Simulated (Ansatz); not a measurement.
Reaction (atomization): `F[SiH](F)S` → 2 F• + 2 H• + S• + Si•

Gas-phase electronic energies from Ansatz, PBE0-D4/def2-TZVP geometries. CCSD(T)/CBS adds triple-zeta CCSD(T) − MP2 to the extrapolated MP2 energy (def2 sets, frozen cores). This one scheme is used for every species, atoms too. Functionals use def2-TZVPP. No spin–orbit coupling; open shells (•) take unrestricted orbitals. Spin–orbit coupling would lower the free atoms: a little for F, S, Si. One conformer a species, not always the lowest.

```tsv
level	ΔE (kJ/mol)
BHLYP	2101.9
LC-ωPBE	2183.8
MP2/def2-SVP	2062.9
MP2/CBS(def2)	2293.2
```

What does CCSD(T)/CBS give? (Estimate.)

The calculation gave: +2223.1 kJ/mol. The listed levels differ from it by -121.2, -39.3, -160.2, 70.1 kJ/mol.

What do rigid-rotor, harmonic-oscillator terms from PBE0-D4/def2-TZVP frequencies (298.15 K, 1 bar) make of the CCSD(T)/CBS value? (Estimate.)

Ansatz gave: ΔZPE = -64.3 kJ/mol, ΔH = +2179.3 kJ/mol, ΔS = 575 J/(mol·K), ΔG = +2007.8 kJ/mol. Open shells count their whole term as degenerate.

Largest T1 diagnostic among the species: 0.012.

At CCSD(T), def2-SVP lies −220.8 kJ/mol from the extrapolated value and def2-TZVPP −74.6 kJ/mol: correlation converges slowly with the basis, and small sets miss more of it in the bonded molecule than in its fragments. From r2SCAN to r2SCAN0 (25 % exact exchange), in def2-TZVPP and without D4, ΔE moves by −50.3 kJ/mol: exact exchange takes away binding that semilocal exchange gives to molecules.

For atomizations the MP2-based limit and the directly extrapolated one differ by several kJ/mol either way, and by 10 to 25 for some Ge, Se and Sn compounds, so smaller differences from it don't rank the levels.
